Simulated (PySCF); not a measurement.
Match the calculated data to a structure.

All candidates are C4H9BO3.

* Rotational structure: rotational constants A, B, C: 3.686, 1.754, 1.481 GHz [PBE0-D3(BJ)/def2-SVP]
* Valence photoelectron: vertical ionisation energy: 10.45 eV [ΔSCF CAM-B3LYP/def2-SVPD]
* Couplings: largest of the computed one-bond spin–spin couplings (means over like bonds): 11B–1H +188.9, 13C–1H +172.5, 13C–1H +154.9, 13C–1H +152.4, 13C–1H +147.5 (×3), 13C–1H +136.7, 13C–1H +134.4, 13C–13C +43.0 Hz [B3LYP/pcJ-1, spin–dipole term left out for some pairs]
* Dipole: 2.44 D [CAM-B3LYP/def2-SVPD]
* 13C NMR: chemical shifts (computed TMS as zero) by class: 94.2 (1 C), 58.8 (1 C), 55.3 (1 C), 35.2 (1 C) ppm [GIAO KT3/pcSseg-1]
* UV, first state: lowest singlet excitation: 7.81 eV (159 nm, f = 0.017) [TDDFT CAM-B3LYP/def2-SVPD]

Electronic properties: PySCF, gas phase, density fitting. Levels stand in brackets. Geometry: PBE0-D3(BJ)/def2-SVP, one conformer, isolated molecule. Each NMR value is the plain mean over a class of atoms that symmetry, rotation or inversion makes alike.

Question: Which candidate is it?
A. `COB(O)OC1CC1`
B. `CO[C@@H]1COB(C)O1`
C. `CO[C@H]1CCOBO1`
D. `CCOB1OCCO1`
E. `COB1OCCCO1`

Answer: C. It is `CO[C@H]1CCOBO1`. Numbering: `[CH3:1][O:2][C@H:3]1[CH2:4][CH2:5][O:6][BH:7][O:8]1`. 4 carbons fall into 4 classes; from least to most shielded: sp3 carbon bearing two oxygens [C3] (94.2 ppm), ring sp3 carbon bound to oxygen [C5] (58.8 ppm), methoxy carbon [C1] (55.3 ppm), ring CH2 carbon [C4] (35.2 ppm). The couplings run between: +188.9 Hz, three-coordinate boron [B7] and its hydrogen; +172.5 Hz, sp3 carbon bearing two oxygens [C3] and its hydrogen; +154.9 Hz, sp3 carbon bound to oxygen [C5] and its hydrogen; +152.4 Hz, sp3 carbon bound to oxygen [C5] and its hydrogen; +147.5 Hz, methoxy carbon [C1] and its hydrogen (with 2 like pairs); +136.7 Hz, ring CH2 carbon [C4] and its hydrogen; +134.4 Hz, ring CH2 carbon [C4] and its hydrogen; +43.0 Hz, sp3 carbon bearing two oxygens [C3] and ring CH2 carbon [C4]. The first electron is taken from the HOMO, whose largest Löwdin shares are 0.53 on the ether oxygen, 0.11 on the methoxy carbon, 0.08 on a boron-bound oxygen and 0.05 on a methyl hydrogen. The optimised geometry has point group C1 and is an asymmetric top.

The others, at the same levels:
- `CO[C@@H]1COB(C)O1` fails: its computed 13C shifts are 103.9 (1 C), 74.0 (1 C), 55.3 (1 C), -6.3 (1 C) ppm, rotational constant A is 3.911 GHz (against 3.686 GHz) and smallest rotational constant is 1.183 GHz (against 1.481 GHz).
- `CCOB1OCCO1` fails: it has 3 carbon classes against 4; its computed 13C shifts are 67.7 (2 C), 63.3 (1 C), 19.9 (1 C) ppm, lowest singlet excitation is 7.25 eV (171 nm, f = 0.000) (against 7.81 eV) and rotational constant A is 4.902 GHz (against 3.686 GHz).
- `COB(O)OC1CC1` fails: it has 3 carbon classes against 4; its computed 13C shifts are 51.6 (1 C), 51.5 (1 C), 7.1 (2 C) ppm, lowest singlet excitation is 6.99 eV (177 nm, f = 0.002) (against 7.81 eV) and vertical ionisation energy is 9.60 eV (against 10.45 eV).
- `COB1OCCCO1` fails: it has 3 carbon classes against 4; its computed 13C shifts are 65.2 (2 C), 51.0 (1 C), 31.0 (1 C) ppm, lowest singlet excitation is 7.51 eV (165 nm, f = 0.004) (against 7.81 eV) and vertical ionisation energy is 10.19 eV (against 10.45 eV).

Each candidate is one conformer, not necessarily the lowest. Dipoles, sizes and rotational constants follow the conformer. The torsions of the flexible species, by atom-mapped SMILES:
- `[CH3:1][O:2][C@@H:3]1[CH2:4][O:5][B:6]([CH3:7])[O:8]1`: C1–O2–C3–C4 -178°
- `[CH3:1][CH2:2][O:3][B:4]1[O:5][CH2:6][CH2:7][O:8]1`: C1–C2–O3–B4 -85°, C2–O3–B4–O5 -2°
- `[CH3:1][O:2][B:3]([OH:4])[O:5][CH:6]1[CH2:7][CH2:8]1`: C1–O2–B3–O4 -1°, O2–B3–O5–C6 0°, B3–O5–C6–C7 -37°, H–O4–B3–O2 179°

The conformers of `CO[C@H]1CCOBO1` and `COB1OCCCO1` aren't listed.
